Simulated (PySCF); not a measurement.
C4H5FSSi.
Atom-mapped SMILES: `[F:1][c:2]1[cH:3][cH:4][c:5]([SiH3:6])[s:7]1` (hydrogens: H8 on C3; H9 on C4; H10, H11, H12 on Si6)

Geometry (PBE0-D3(BJ)/def2-SVP, Å), atoms numbered from 1 in this order:
```
atom  x, y, z in Å
F1    -2.956    1.496   -0.722
C2    -1.806    0.934   -0.411
C3    -1.618   -0.290    0.164
C4    -0.232   -0.552    0.348
C5     0.601    0.458   -0.081
Si6    2.465    0.482   -0.008
S7    -0.331    1.771   -0.730
H8    -2.436   -0.957    0.435
H9     0.148   -1.475    0.791
H10    3.062    0.625   -1.370
H11    2.889   -0.817    0.593
H12    2.964    1.612    0.834
```

The calculation used PBE0-D3(BJ)/def2-SVP geometry optimisation, gas phase in PySCF.

Take the most abundant isotopes and a rigid rotor. 

(1) What are A, B and C (MHz)?

(2) What kind of rotor is it?

(3) What does the inertial defect say?

(4) Predict some low-J microwave lines.

Answers

(1) Ia = 103.64, Ib = 457.69, Ic = 555.45 u·Å²; 505379 MHz·u·Å²/I gives A = 4876, B = 1104, C = 909.9 MHz.

(2) A near-prolate asymmetric top; Ray's κ = -0.902.

(3) Not planar: Δ = Ic − Ia − Ib = -5.89 u·Å². For a rigid frame Δ = −2 Σ m c², so Σ m c² = 2.94 u·Å² lies off the ab plane, practically all of it from hydrogen. The atom farthest from that plane is 1.22 Å away.

(4) The dipole components are |μa| = 0.46 D, |μb| = 0.97 D, |μc| = 0.00 D; the mirror of this Cs structure is the ab plane, so μc vanishes by symmetry and there are no c-type lines. Intensities carry the squares of the components, which stand as 0.22 : 1.00 (a : b). Some of the stronger lines:

```tsv
type	branch	J(Ka,Kc)	MHz	lower level (cm⁻¹)
a	Q	2(1,1) ← 2(1,2)	583	0.321
a	R	1(0,1) ← 0(0,0)	2014	0.000
a	R	2(1,2) ← 1(1,1)	3834	0.193
b	Q	1(1,0) ← 1(0,1)	3966	0.067
a	R	2(0,2) ← 1(0,1)	4021	0.067
b	Q	2(1,1) ← 2(0,2)	4168	0.201
a	R	2(1,1) ← 1(1,0)	4222	0.199
b	R	1(1,1) ← 0(0,0)	5786	0.000
b	R	2(1,2) ← 1(0,1)	7606	0.067
b	Q	2(2,0) ← 2(1,1)	11324	0.340
b	Q	2(2,1) ← 2(1,2)	11899	0.321
b	R	2(2,1) ← 1(1,0)	15539	0.199
b	R	2(2,0) ← 1(1,1)	15740	0.193
```

Whether it is a minimum is left open (no frequencies). Zero-point vibration and centrifugal distortion are left out. A rigid rotor knows nothing of internal rotation, which can split or shift real lines.

On an Intel Xeon 6975P-C with one thread (shared host), this took 32 s of wall time and 0.56 GiB of memory at its peak. This is the geometry optimisation.
